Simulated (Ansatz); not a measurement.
A nudged elastic band was laid between two geometries of ClGaH₂ (4 atoms, charge 0, multiplicity 1).

Method: Ansatz 0.2.0, RKS PBE-D4/def2-SVPD.

```yaml
movable_images: 5
climbing_image: yes
spring: 5.0 eV/Å²
optimiser: quadratic models (default)
start_path: through a guess of the saddle point
force_threshold: 0.05 eV/Å
iteration_limit: 60
end_points: relaxed
```

First end point:

```xyz
4
Properties=species:S:1:pos:R:3
Ga 0.278 0.000 0.360
H 0.167 0.000 1.920
Cl 2.331 0.000 -0.395
H -0.818 0.000 -0.755
```

Last end point:

```xyz
4
Properties=species:S:1:pos:R:3
Ga -0.525 0.000 -0.056
H 1.636 0.000 0.728
Cl 2.919 0.000 1.153
H -2.072 0.000 -0.695
```

Q: What changes between the two ends?

A: Bonds broken: Ga1–H2, Ga1–Cl3. Bonds formed: H2–Cl3. ClGaH2 becomes ClH + GaH.

Q: Give the energies along the band, and the barrier.

A: The run converged. The highest image is number 3 of 0 to 6, 45.3 kcal/mol above the first end and 6.0 kcal/mol above the last; the last end lies 39.2 kcal/mol above the first. A vibrational analysis at the climbing image gives one clearly imaginary mode, 663i cm⁻¹: a first-order saddle point. The orbitals stay closed-shell, which can raise the energy where a bond breaks towards radicals; this wasn't checked here.

```csv
image,path coordinate (Å),energy (kcal/mol),Ga1–H2 (Å),Ga1–Cl3 (Å),H2–Cl3 (Å)
0,0.00,0.0,1.56,2.19,3.17
1,0.49,7.7,1.54,2.22,2.65
2,0.98,31.3,1.54,2.40,2.13
3,1.47,45.3,1.68,2.67,1.66
4,2.16,41.0,2.12,3.22,1.37
5,2.85,40.0,2.22,3.50,1.36
6,3.53,39.2,2.30,3.65,1.35
```

Q: What is the geometry of the highest image?

A: 
```xyz
4
Properties=species:S:1:pos:R:3
Ga -0.384 0.000 0.500
H 1.053 0.000 1.373
Cl 2.276 0.000 0.246
H -0.988 0.000 -0.989
```

Q: What are the harmonic wavenumbers there?

A: 663i, 245, 491, 552, 1446, 1798 cm⁻¹.

Run time: 110 s on 2 threads of Intel(R) Xeon(R) Platinum 8259CL CPU @ 2.50GHz (Skylake/Cascade Lake), on a shared host, peak memory 0.17 GiB.
